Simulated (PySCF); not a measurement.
Molecule: CF3C(O)NH2 (SMILES NC(=O)C(F)(F)F).

Molfile (atoms numbered from 1):
```
C2H2F3NO
     RDKit          3D

  9  8  0  0  0  0  0  0  0  0999 V2000
    1.2053   -0.6461   -0.1666 N   0  0  0  0  0  0  0  0  0  0  0  0
    0.4827    0.4500    0.1375 C   0  0  0  0  0  0  0  0  0  0  0  0
    0.9176    1.5186    0.4866 O   0  0  0  0  0  0  0  0  0  0  0  0
   -1.0446    0.2414    0.0482 C   0  0  0  0  0  0  0  0  0  0  0  0
   -1.6091    1.2366   -0.6138 F   0  0  0  0  0  0  0  0  0  0  0  0
   -1.5635    0.1942    1.2695 F   0  0  0  0  0  0  0  0  0  0  0  0
   -1.3593   -0.9069   -0.5747 F   0  0  0  0  0  0  0  0  0  0  0  0
    2.2138   -0.5844   -0.1107 H   0  0  0  0  0  0  0  0  0  0  0  0
    0.7707   -1.4969   -0.4940 H   0  0  0  0  0  0  0  0  0  0  0  0
  1  2  1  0
  2  3  2  0
  2  4  1  0
  4  5  1  0
  4  6  1  0
  4  7  1  0
  1  8  1  0
  1  9  1  0
M  END
```

Geometry PBE0-D3(BJ)/def2-SVP throughout; GIAO in PySCF 2.14.0 with density-fitted response routines, gas phase, one conformer, non-relativistic; equivalent atoms averaged; functional PBE0.

For orientation, 6-31G gives these shifts δ (against NH3, TMS, H2O, CFCl3 at the same level): N1 91.9, C2 151.7, C4 120.2, O3 387.6, F5/F6/F7 -98.8, H9 5.39, H8 4.13 ppm.

A run gave: N1 108.1, C2 159.9, C4 122.0, O3 396.2, F5/F6/F7 -86.1, H9 5.82, H8 4.59 ppm (shifts δ (against NH3, TMS, H2O, CFCl3 at the same level)).

Which basis set was used in that run?
A. IGLO-III
B. aug-cc-pVDZ
C. cc-pVTZ
D. 6-311+G(2d,p)
E. cc-pVDZ

Answers

C. C4 tells them apart best: cc-pVTZ gives 122.0, cc-pVDZ gives 117.5, 6-311+G(2d,p) gives 119.3, IGLO-III gives 123.6, aug-cc-pVDZ gives 116.9 ppm.
